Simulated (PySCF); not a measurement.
## Ta (tantalum, neutral) across methods

[Xe] 4f14 5d2 6s2 7s1, 7s spin antiparallel (an excited configuration). All numbers are calculated (PySCF 2.14, a scalar-relativistic core potential, in aug-cc-pwCVTZ-PP with ECP60MDF (8s8p7d4f3g, 122 functions)). The B2PLYP total includes its PT2 part (frozen core); its orbital energies are those of the SCF part.

```csv
method,E (hartree),mean ε 6s α (eV),mean ε 6s β (eV),mean ε 7s β (eV),Σ⟨r²⟩ (bohr²),⟨S²⟩
r2SCAN,-57.0909,-9.525,-8.650,-1.515,131.6,1.755
PBE0,-57.0692,-10.022,-9.233,-1.833,129.2,1.752
UHF,-56.56191,-11.471,-10.443,-2.226,135.0,1.756
B97-3,-57.0992,-9.901,-9.116,-1.730,129.2,1.752
B2PLYP,-56.9135,-10.497,-9.756,-1.864,130.3,1.753
LC-wPBE,-57.0873,-12.174,-11.387,-2.538,130.4,1.752
LDA,-56.9361,-9.486,-8.771,-1.564,124.9,1.751
```

**Question.** Estimate the same row for PBE.

**Answer.** E (hartree) = -57.1030; mean ε 6s α (eV) = -9.292; mean ε 6s β (eV) = -8.519; mean ε 7s β (eV) = -1.599; Σ⟨r²⟩ (bohr²) = 127.9; ⟨S²⟩ = 1.752.

Energies and moments cover only the electrons outside the core potential. Spin-orbit coupling, absent here, splits the open shell strongly. The outer electron is Rydberg-like, and this basis confines it to a smaller radius and binds it less than a complete one would. With the s spin flipped the determinant is a mixture of two multiplicities, not a spectroscopic state.
